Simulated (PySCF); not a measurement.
C₇H₉FO.
Z-matrix (Å and degrees, PBE0-D3(BJ)/def2-SVP geometry), rows numbered from 1:
```
O 
C   1  1.2009
C   2  1.5265  1  127.13
C   3  1.5327  2  101.81  1  -174.06
C   4  1.5389  3  108.00  2    67.24
C   5  1.5410  4  103.59  3   -73.22
F   6  1.3793  5  110.11  4  -113.90
C   2  1.5247  1  127.03  3  -179.29
C   8  1.5360  2  101.35  1  -150.48
H   3  1.1004  2  111.13  1   -50.48
H   3  1.1030  2  108.65  1    67.57
H   4  1.0981  3  114.35  2  -164.60
H   5  1.0996  4  111.75  3   171.14
H   5  1.0998  4  112.91  3    49.33
H   6  1.1014  5  114.19  4   125.48
H   8  1.0960  2  113.55  1   -20.32
H   9  1.1007  4  113.39  3   -61.37
H   9  1.0994  4  113.49  3   173.34
```

Level: PBE0/pcSseg-1 and CAM-B3LYP/def2-SVPD in PySCF, non-relativistic, on one gas-phase PBE0-D3(BJ)/def2-SVP geometry that isn't relaxed in the solvent. The solvent is an IEF-PCM continuum (cavity from Bondi-type radii × 1.2). Specific hydrogen bonds and non-electrostatic terms are outside this model.

Gas phase at PBE0/pcSseg-1: HOMO -7.21 eV, LUMO -0.74 eV, dipole 2.81 D.

Problem. What does the continuum do to the energy, the frontier levels and the dipole at PBE0/pcSseg-1 in dichloromethane and dimethylsulfoxide?

Solution. 
| solvent | ε | E(solvent) − E(gas) (kcal/mol) | polarisation term (kcal/mol) | distortion of the solute (kcal/mol) | HOMO (eV) | LUMO (eV) | dipole (D) |
| --- | --- | --- | --- | --- | --- | --- | --- |
| dichloromethane | 8.93 | -5.56 | -6.31 | 0.75 | -7.24 | -0.69 | 3.50 |
| dimethylsulfoxide | 46.83 | -6.43 | -7.45 | 1.02 | -7.25 | -0.68 | 3.62 |

The polarisation term is half the interaction of the solute with the surface charges that it induces; the rest is the cost of distorting the solute's density. The sum is the electrostatic part of solvation alone. From dichloromethane to dimethylsulfoxide the lowering changes by a factor 1.16, Onsager's factor (ε − 1)/(2ε + 1) by 1.15 and ε itself by 5.2.

Problem. Which radius a makes the point-dipole formula ΔE = −[(ε − 1)/(2ε + 1)]·μ²/a³ give the value in dimethylsulfoxide, with the gas-phase dipole?

Solution. μ = 1.107 au and |ΔE| = 0.01025 Eh give a = 2.05 Å; the farthest nucleus lies 2.75 Å from the centroid of the nuclei, so such a sphere wouldn't even hold the nuclei. The formula assumes a rigid point dipole at the centre of a sphere.

Problem. Which Hirshfeld charges (PBE0/pcSseg-1) respond most in dichloromethane (means over atoms taken as equivalent)?

Solution. 
| atoms | environment | gas (e) | solvent (e) | change |
| --- | --- | --- | --- | --- |
| O1 | ketone oxygen | -0.240 | -0.278 | -0.038 |
| F7 | alkyl fluorine | -0.112 | -0.124 | -0.012 |
| H11 | methylene hydrogen | +0.055 | +0.062 | +0.007 |
| C2 | ketone carbonyl carbon | +0.168 | +0.174 | +0.006 |
| H14 | methylene hydrogen | +0.044 | +0.050 | +0.006 |
| H12 | methine hydrogen | +0.045 | +0.051 | +0.006 |
| H10 | methylene hydrogen | +0.051 | +0.057 | +0.006 |
| H17 | methylene hydrogen | +0.043 | +0.048 | +0.005 |
| H15 | methine hydrogen | +0.044 | +0.049 | +0.005 |
| C4 | sp3 carbon at a ring junction | -0.025 | -0.021 | +0.004 |
| C3 | sp3 carbon next to a carbonyl | -0.080 | -0.077 | +0.003 |
| C5 | ring CH2 carbon | -0.080 | -0.079 | +0.001 |

Problem. Which Mayer bond orders change most in dichloromethane?

Solution. 
```tsv
bond	length (Å)	gas	solvent	change
O1–C2	1.201	2.040	1.999	-0.041
C6–F7	1.379	0.860	0.842	-0.018
C2–C3	1.527	0.954	0.968	+0.014
C8–C2	1.525	0.926	0.936	+0.010
C3–H11	1.103	0.925	0.918	-0.007
C5–C6	1.541	0.988	0.993	+0.005
C3–H10	1.100	0.933	0.928	-0.005
C5–H14	1.100	0.944	0.940	-0.004
```

Gas phase at CAM-B3LYP/def2-SVPD: HOMO -8.75 eV, LUMO 0.33 eV, dipole 3.08 D.

Problem. What does the continuum do to the energy, the frontier levels and the dipole at CAM-B3LYP/def2-SVPD in dichloromethane and dimethylsulfoxide?

Solution. 
| solvent | ε | E(solvent) − E(gas) (kcal/mol) | polarisation term (kcal/mol) | distortion of the solute (kcal/mol) | HOMO (eV) | LUMO (eV) | dipole (D) |
| --- | --- | --- | --- | --- | --- | --- | --- |
| dichloromethane | 8.93 | -6.30 | -7.29 | 0.99 | -8.78 | 0.39 | 3.90 |
| dimethylsulfoxide | 46.83 | -7.31 | -8.66 | 1.35 | -8.80 | 0.39 | 4.04 |

Problem. How does the static polarisability (CAM-B3LYP/def2-SVPD, frozen core, with the continuum's full static response) change?

Solution. 
| medium | isotropic (au) | principal values (au) | ⟨r²⟩ of the electrons (bohr²) |
| --- | --- | --- | --- |
| gas | 77.2 | 70.9, 77.3, 83.4 | 1007.8 |
| dichloromethane | 100.2 | 92.2, 100.2, 108.1 | 1008.6 |
| dimethylsulfoxide | 105.0 | 97.0, 104.9, 113.2 | 1008.8 |

The isotropic value in dimethylsulfoxide is 1.36 times the gas-phase one; no cavity-field correction is applied. ⟨r²⟩ is taken about the centre of nuclear charge.
